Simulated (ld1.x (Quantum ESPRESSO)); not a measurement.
## Reading a pseudo-wave (H)

Columns: radius, all-electron u(r) and pseudo u(r) of the 1s shell (level -6.49 eV) of hydrogen in the configuration 1s1; PBE, non-relativistic, ultrasoft scheme, ld1.x (Quantum ESPRESSO) 7.5.

| r (bohr) | all-electron | pseudo |
| --- | --- | --- |
| 0.110 | 0.1889 | 0.0948 |
| 0.220 | 0.3377 | 0.1873 |
| 0.330 | 0.4528 | 0.2753 |
| 0.440 | 0.5400 | 0.3570 |
| 0.550 | 0.6042 | 0.4305 |
| 0.660 | 0.6494 | 0.4946 |
| 0.770 | 0.6791 | 0.5483 |
| 0.880 | 0.6962 | 0.5911 |
| 0.990 | 0.7032 | 0.6228 |
| 1.100 | 0.7021 | 0.6437 |
| 1.210 | 0.6944 | 0.6546 |
| 1.320 | 0.6817 | 0.6565 |
| 1.430 | 0.6650 | 0.6504 |
| 1.540 | 0.6454 | 0.6379 |
| 1.650 | 0.6235 | 0.6204 |
| 1.760 | 0.6001 | 0.5991 |
| 1.870 | 0.5756 | 0.5755 |
| 1.980 | 0.5506 | 0.5507 |
| 2.090 | 0.5253 | 0.5254 |
| 2.200 | 0.5001 | 0.5001 |
| 2.310 | 0.4752 | 0.4752 |
| 2.420 | 0.4508 | 0.4508 |
| 2.530 | 0.4270 | 0.4270 |
| 2.640 | 0.4039 | 0.4039 |
| 2.750 | 0.3816 | 0.3816 |
| 2.860 | 0.3602 | 0.3602 |

(1) How many radial nodes do the two functions have?

(2) At about which radius was the pseudo-wave matched?

(3) Where does each function peak?

(4) Is the pseudo-wave norm-conserving?

Answers

(1) The all-electron 1s function has n − l − 1 = 0; the pseudo-wave has 0.

(2) 2.20 bohr. The columns agree to 0.0005 from 1.87 bohr on; several derivatives are matched, so the curves merge somewhat inside the radius.

(3) Outermost all-electron maximum near 0.99 bohr, pseudo maximum near 1.32 bohr (to the table’s step).

(4) No, it belongs to an ultrasoft set: the norm inside the radius is not constrained, and the difference is carried by the augmentation charge.
